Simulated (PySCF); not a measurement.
Field gradients from PBE0/pcSseg-1 densities (PySCF, non-relativistic) at GFN2-xTB geometries, isolated species, one conformer each; χzz is the principal value of largest magnitude, with Q(14N) = 0.02044 b, Q(17O) = −0.0256 b, Q(35Cl) = −0.0817 b. GFN2-xTB bond lengths can be off by several hundredths of an ångström, more for odd bonds, and the gradients follow them. With so small a basis the couplings can be 20 % off.

Question: Rank these 14N sites by the size of the quadrupole coupling, smallest first.
A. N5 (C=N nitrogen) in `[CH2:1]=[CH:2][C@@H:3]1[CH:4]=[N:5][N:6]([SiH3:7])[CH2:8]1`
B. The imine nitrogen of `[H]/N=C(/C=C)C=O`
C. The imine nitrogen of `[H]/N=C(/C#CC)CCS[SiH3]`
D. N7 (pyrrole-type nitrogen) in `[CH3:1][CH2:2][c:3]1[n:4][cH:5][cH:6][n:7]1[SiH3:8]`
E. N8 (pyridine-type nitrogen) in `[CH3:1][CH2:2][c:3]1[cH:4][n:5]([SiH3:6])[cH:7][n:8]1`
F. The cyano nitrogen of `CCS[C@@H]1CC[Si@H]1C#N`

Answer: D (2.107 MHz), E (4.456 MHz), C (4.793 MHz), B (5.032 MHz), F (5.576 MHz), A (6.003 MHz).

Question: Rank these 17O sites by the size of the quadrupole coupling, smallest first.
A. The aldehyde oxygen of `[H]/N=C(/C=C)C=O`
B. The ether oxygen of `C=N/C=C\OC(F)F`
C. O6 (siloxane oxygen) in `[CH3:1][C:2]1([CH3:3])[O:4][Si@@H:5]([O:6][SiH3:7])[Si@@H:8]1[Cl:9]`
D. The furan-type oxygen of `NCc1cc2occc2s1`

Answer: C (6.195 MHz), D (9.227 MHz), B (11.04 MHz), A (12.24 MHz).

Question: These 35Cl couplings (χzz in MHz, η) are listed in rising order: (-85.38, 0.01); (-63.06, 0.32); (-39.04, 0.10). Assign them to: the silicon-bound chlorine of `C=CC[Si@H](Cl)/N=C\C`; the chlorine bonded to C of `C[C@@]1(C(F)(F)F)C[C@H]1C(=O)Cl`; the chlorine of a CCl3 group of `C=C(C)C#CC(Cl)(Cl)Cl`.

Answer: -85.38 MHz, η 0.01: the chlorine of a CCl3 group of `C=C(C)C#CC(Cl)(Cl)Cl`; -63.06 MHz, η 0.32: the chlorine bonded to C of `C[C@@]1(C(F)(F)F)C[C@H]1C(=O)Cl`; -39.04 MHz, η 0.10: the silicon-bound chlorine of `C=CC[Si@H](Cl)/N=C\C`.

All sites together:

```
nucleus                                                                                         site  Vzz (au)     η  χzz (MHz)
    14N         N8 (pyridine-type nitrogen) in [CH3:1][CH2:2][c:3]1[cH:4][n:5]([SiH3:6])[cH:7][n:8]1    -0.928  0.12     -4.456
    14N                                                       the imine nitrogen of [H]/N=C(/C=C)C=O    -1.048  0.58     -5.032
    14N                                                 the cyano nitrogen of CCS[C@@H]1CC[Si@H]1C#N    -1.161  0.03     -5.576
    14N              N5 (C=N nitrogen) in [CH2:1]=[CH:2][C@@H:3]1[CH:4]=[N:5][N:6]([SiH3:7])[CH2:8]1    -1.250  0.02     -6.003
    14N                                                the imine nitrogen of [H]/N=C(/C#CC)CCS[SiH3]    -0.998  0.31     -4.793
    14N            N7 (pyrrole-type nitrogen) in [CH3:1][CH2:2][c:3]1[n:4][cH:5][cH:6][n:7]1[SiH3:8]    -0.439  0.63     -2.107
    17O  O6 (siloxane oxygen) in [CH3:1][C:2]1([CH3:3])[O:4][Si@@H:5]([O:6][SiH3:7])[Si@@H:8]1[Cl:9]     1.030  0.14     -6.195
    17O                                                      the aldehyde oxygen of [H]/N=C(/C=C)C=O    -2.034  0.63      12.24
    17O                                                           the ether oxygen of C=N/C=C\OC(F)F     1.835  0.57     -11.04
    17O                                                      the furan-type oxygen of NCc1cc2occc2s1     1.534  0.21     -9.227
   35Cl                                           the silicon-bound chlorine of C=CC[Si@H](Cl)/N=C\C     2.034  0.10     -39.04
   35Cl                                  the chlorine bonded to C of C[C@@]1(C(F)(F)F)C[C@H]1C(=O)Cl     3.285  0.32     -63.06
   35Cl                                         the chlorine of a CCl3 group of C=C(C)C#CC(Cl)(Cl)Cl     4.448  0.01     -85.38
```
